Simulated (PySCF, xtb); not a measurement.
Si(H)(NHSiH3)(Cl)2 (Cl₂H₅NSi₂), SMILES N([SiH3])[SiH](Cl)Cl.

GFN2-xTB (xtb 6.7.1) at its own geometry gives an orbital gap of 5.37 eV and a dipole moment of 2.59 D.

Geometry optimised at PBE-D3(BJ)/def2-SVP. The values are those of a single conformer.

### Question
What does PySCF with PBE/def2-TZVP give? (The exact figures need the calculation; the answer reports its results.)

### Answer
gap 5.81 eV (levels -6.72 and -0.91 eV), dipole 1.98 D.
